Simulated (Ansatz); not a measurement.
Consider the ligand exchange at the Al–C bond: `CO[CH2][AlH2]` + `C[Si](O)(F)Cl` → `C[Si](F)(Cl)[O][AlH2]` + `COC`.

Isolated molecules relaxed with PBE0-D4/def2-TZVP in Ansatz; ΔE leaves out vibrations. CCSD(T)/CBS adds triple-zeta CCSD(T) − MP2 to the extrapolated MP2 energy (def2 sets, frozen cores). Each species was taken in one conformer, which may not be the lowest.

`CO[CH2][AlH2]`:

```xyz
11

C     0.613   -1.726    0.421
O     0.665   -0.486   -0.229
C    -0.413    0.356    0.116
Al   -0.297    2.086   -0.822
H    -0.305   -2.275    0.165
H     1.477   -2.309    0.099
H     0.647   -1.608    1.514
H    -1.380   -0.130   -0.114
H    -0.444    0.525    1.209
H     0.883    2.418   -1.826
H    -1.445    3.148   -0.533
```

`C[Si](O)(F)Cl`:

Z-matrix (Å, degrees):
```
C
Si 1 1.834
H 1 1.092 2 110.0
H 1 1.091 2 110.4 3 -119.8
H 1 1.091 2 110.5 3 120.0
O 2 1.623 1 109.4 3 58.1
F 2 1.591 1 110.3 3 -62.8
Cl 2 2.049 1 112.0 3 -179.6
H 6 0.958 2 119.2 1 170.2
```

`C[Si](F)(Cl)[O][AlH2]`:

Z-matrix (Å, degrees):
```
C
Si 1 1.838
H 1 1.092 2 110.4
H 1 1.091 2 110.7 3 120.2
H 1 1.093 2 110.1 3 -119.7
F 2 1.592 1 109.3 3 -178.3
Cl 2 2.052 1 110.3 3 -62.0
O 2 1.603 1 112.8 3 60.6
Al 8 1.696 2 157.7 1 -167.9
H 9 1.577 8 118.8 2 -4.9
H 9 1.577 8 116.1 2 175.3
```

`COC`:

```xyz
9

C    -0.851   -0.437   -0.659
O    -0.587    0.393    0.436
C     0.782    0.483    0.710
H    -0.371   -0.063   -1.575
H    -1.930   -0.456   -0.808
H    -0.498   -1.464   -0.482
H     1.337    0.902   -0.142
H     0.905    1.142    1.570
H     1.212   -0.500    0.950
```

| species | SCS-MP2/def2-TZVPP energy (Eh) |
| --- | --- |
| `CO[CH2][AlH2]` | -397.29524 |
| `C[Si](O)(F)Cl` | -964.21363 |
| `C[Si](F)(Cl)[O][AlH2]` | -1206.85136 |
| `COC` | -154.73152 |

Task: Work out ΔE.

Result: ΔE = (-1206.85136) + (-154.73152) − (-397.29524) − (-964.21363) = -0.07401 Eh = -2.01 eV. CCSD(T)/CBS gives -1.94 eV.

Largest T1 diagnostic among the species: 0.011.

In def2-TZVPP, CCSD(T) changes the Hartree–Fock value by +0.18 eV (the triples alone add +0.03 eV) and MP2 by +0.15 eV. From PBE to PBE0 (25 % exact exchange), in def2-TZVPP and without D4, ΔE moves by −0.07 eV.
